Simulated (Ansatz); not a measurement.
Geometry optimisation, Ansatz 0.2.0, RHF/def2-SVP.

input.yaml

```yaml
crystal:
  periodic: [false, false, false]
  atoms:
    - { symbol: Ta, position_ang: [-0.043897, 0.113372, -0.077606] }
    - { symbol: O, position_ang: [1.9077, 0.188352, -0.166841] }
    - { symbol: H, position_ang: [2.449634, 0.086817, 0.606854] }
    - { symbol: F, position_ang: [0.248045, -0.316427, 1.737433] }
    - { symbol: Cl, position_ang: [-0.107677, 0.344649, -2.402441] }
    - { symbol: Cl, position_ang: [-1.038161, 2.110063, 0.432959] }
    - { symbol: Cl, position_ang: [-1.553581, -1.645841, -0.164381] }
    - { symbol: H, position_ang: [1.303265, -2.495002, -0.723755] }
    - { symbol: H, position_ang: [1.775373, -1.962381, -0.715422] }
basis:
  gaussian: { orbitals: def2-SVP }
hamiltonian:
  xc: hf
relax:
  f_tol: 0.03
  max_steps: 50
```

Launched with:

```bash
$ ansatz run input.yaml --threads 2 --pin off --max-ram 3072MiB --backend cpu --events-out ev --progress --plain --runs-dir out
```

**Question.** Where does it end, and by what steps?

**Answer.** The forces met the threshold. After 10 steps the energy has fallen by 0.336 eV; H9 moved furthest, 1.16 Å.

| step | energy less start (eV) | largest force component (eV/Å) | accepted |
| --- | --- | --- | --- |
| 0 | 0.0000 | 1.921 | yes |
| 1 | -0.1940 | 0.504 | yes |
| 2 | -0.2425 | 0.331 | yes |
| 3 | -0.2731 | 0.293 | yes |
| 4 | -0.2993 | 0.228 | yes |
| 5 | -0.3211 | 0.206 | yes |
| 6 | -0.3270 | 0.258 | yes |
| 7 | -0.3314 | 0.449 | yes |
| 8 | -0.3339 | 0.095 | yes |
| 9 | -0.3355 | 0.056 | yes |
| 10 | -0.3357 | 0.024 | yes |

```xyz
9
Properties=species:S:1:pos:R:3
Ta -0.183 0.412 0.007
O 1.664 0.315 -0.081
H 2.382 0.157 0.518
F -0.053 0.079 1.861
Cl -0.356 0.823 -2.302
Cl -1.162 2.447 0.518
Cl -1.425 -1.535 -0.173
H 1.746 -3.340 -0.795
H 2.329 -2.935 -1.026
```

Whether the end is a true minimum wasn't checked by a vibrational analysis.

Run time: 46 s on 2 threads of AMD EPYC 7R43 64-Core Processor (Zen 3), with other jobs on the host, peak memory 0.34 GiB.
